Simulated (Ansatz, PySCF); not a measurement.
N2, singlet, at a GFN2-xTB geometry. Base run: CASSCF(6,4)/STO-3G (PySCF).

The PySCF input:
```python
from pyscf import gto, scf, mcscf
import numpy

mol = gto.Mole()
mol.atom = '''
    N    -0.00000000   -0.00000000   -0.54911021
    N     0.00000000    0.00000000    0.54911021
'''
mol.basis = 'sto-3g'
mol.verbose = 4
mol.build()

mf = scf.RHF(mol)
mf.kernel()
mc = mcscf.CASSCF(mf, 4, 6)
mc.fix_spin_(ss=0.0)
mc.kernel()
occ = numpy.linalg.eigvalsh(mc.fcisolver.make_rdm1(mc.ci, mc.ncas, mc.nelecas))[::-1]
ss = mc.fcisolver.spin_square(mc.ci, mc.ncas, mc.nelecas)[0]
print('natural occupations', occ.round(4), ' <S^2>', round(ss, 4))
```

Programs used: Ansatz (a first-principles code), PySCF; a row that names a program was run with it.

The base run was repeated with changes; each row names its change, and settings that it needs were set with it.

```tsv
change	ΔE vs base (kcal/mol)	natural occupations	<S^2> of the state	outcome
base	0.000	2.00 1.99 1.93 0.08	0.00	converged
state_average = 2 states	2.63	-	-	converged
correction = SC-NEVPT2	-65.8	2.00 1.99 1.93 0.08	0.00	converged
active space = 2 electrons, 4 orbitals	20.81	1.99 0.01 0.00 0.00	0.00	converged
code = ansatz	0.000	-	-	converged
active space = 4 electrons, 4 orbitals	-	-	-	not converged
fix_spin_ = off	0.000	2.00 1.99 1.93 0.08	0.00	converged
start = MP2 natural orbitals	1.89	2.00 2.00 1.93 0.07	0.00	converged
code = ansatz; correction = SC-NEVPT2, all electrons	-65.7	-	-	converged
active space = 4 electrons, 3 orbitals	-	-	-	not converged
conv_tol = 1e-5	1.90	2.00 2.00 1.93 0.08	0.00	converged
```

Active orbitals are taken around the Fermi level unless the row says otherwise; CASSCF can end in different local minima, and two programs can end on different orbitals. State-averaged rows give the lowest state.
